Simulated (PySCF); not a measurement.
**Spin states and ions at one geometry of Au2O(H2O)2**

PySCF 2.14.0, RKS B3LYP, Au def2-SVP with ECP60, O def2-SVP, H def2-SVP; non-relativistic Hamiltonian with scalar-relativistic core potentials where named; density fitting; no spin-orbit coupling; singlets restricted, open shells unrestricted. The geometry is relaxed for charge 0, singlet, vacuum (a saddle point, kept by symmetry):

```xyz
9

Au    0.0000    0.0667    1.9184
Au    0.0000   -0.0667   -1.9184
O     0.0000    0.0000    0.0000
O     0.0000    0.1573    4.0793
H     0.7737   -0.3060    4.4348
H    -0.7737   -0.3060    4.4348
O     0.0000   -0.1573   -4.0793
H     0.7737    0.3060   -4.4348
H    -0.7737    0.3060   -4.4348
```

Energies count from the relaxed state; an electron taken off or put on is at rest in vacuum. Charges and spins are Mulliken's.

```tsv
state	energy (eV)	spin squared	charge on Au1 (e)	spin on Au1 (e)	dipole about the centre of mass (D)
charge 0, singlet, vacuum	0.00	0.00	0.09	0.00	0.00
charge +1, doublet, vacuum	6.31	0.76	0.43	0.12	0.00
charge -1, doublet, vacuum	0.14	0.75	-0.26	0.33	0.00
```

What does the state charge 0, triplet, vacuum give?

energy (eV) 1.81, spin squared 2.01, charge on Au1 (e) 0.02, spin on Au1 (e) 0.54, dipole about the centre of mass (D) 0.00.

With an electron taken off (doublet) the charges change, summed by element, by Au +0.68 e, O +0.22 e, H +0.10 e. The vertical ionisation energy is 6.31 eV, against −ε(HOMO) = 4.45 eV of the relaxed state. The level lies 1.9 eV too high, as is usual for semilocal functionals and global hybrids, which keep a self-interaction error.

With an electron put on (doublet) the charges change, summed by element, by Au -0.71 e, O +0.14 e, H -0.44 e. The vertical electron affinity is -0.14 eV, against −ε(LUMO) = 1.41 eV of the relaxed state. The basis has no diffuse functions, which an added electron needs. The added electron's level lies above zero.

Open shells may have lower solutions than those found.
